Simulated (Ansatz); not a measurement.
Reaction (cleavage of the Si–P bond): `F[SiH2]P[SiH3]` + `CN[SiH2]Cl` → `CN([SiH2]F)[SiH2]Cl` + `[SiH3]P`

Gas-phase electronic energies from Ansatz, PBE0-D4/def2-TZVP geometries. CCSD(T)/CBS adds triple-zeta CCSD(T) − MP2 to the extrapolated MP2 energy (def2 sets, frozen cores). This one scheme is used for every species. Functionals use def2-TZVPP. B3LYP here is the variant with VWN-RPA as its local correlation; programs differ in this. Each species was taken in one conformer, which may not be the lowest.

| level | ΔE (kJ/mol) | difference from CCSD(T)/CBS |
| --- | --- | --- |
| PBE-D4 | -32.9 | 15.4 |
| r2SCAN-D4 | -41.6 | 6.7 |
| B3LYP-D4 | -47.1 | 1.2 |
| PBE0 | -34.7 | 13.6 |
| B3LYP | -43.7 | 4.6 |
| HF/def2-TZVPP | -54.6 | -6.3 |
| SCS-MP2/def2-TZVPP | -54.6 | -6.3 |
| CCSD/def2-TZVPP | -53.1 | -4.8 |
| MP2/def2-QZVPP | -50.8 | -2.5 |
| HF/CBS(def2) | -55.5 | -7.2 |
| CCSD(T)/CBS | -48.3 | 0 |

Largest T1 diagnostic among the species: 0.013.

From PBE to PBE0 (25 % exact exchange), in def2-TZVPP and without D4, ΔE moves by −4.1 kJ/mol. The D4 term adds −3.5 kJ/mol with B3LYP and −2.0 kJ/mol with PBE0; it sums over pairs of atoms, weighted by their polarisabilities, and B3LYP, whose exchange is more repulsive, gets the larger term.
